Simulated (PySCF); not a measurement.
**Electron correlation in Br³⁺ (bromine, charge +3)**

[Ar] 3d10 4s2 4p2, high-spin 3P determinant. Calculation: PySCF 2.14, in aug-cc-pVQZ-PP with ECP10MDF (7s6p5d3f2g, 89 functions); a scalar-relativistic core potential. Frozen: 3s2 3p6 3d10; 4 electrons correlated.

```tsv
level	correlation energy (mhartree)
CCSD	-79.59
(T)	-1.63
CCSD(T)	-81.22
```

Diagnostics: T1 = 0.0058, D1 = 0.0151, largest double amplitude 0.090.

Cost of the coupled-cluster step: of the order of 40 core-seconds, for 4 correlated electrons.
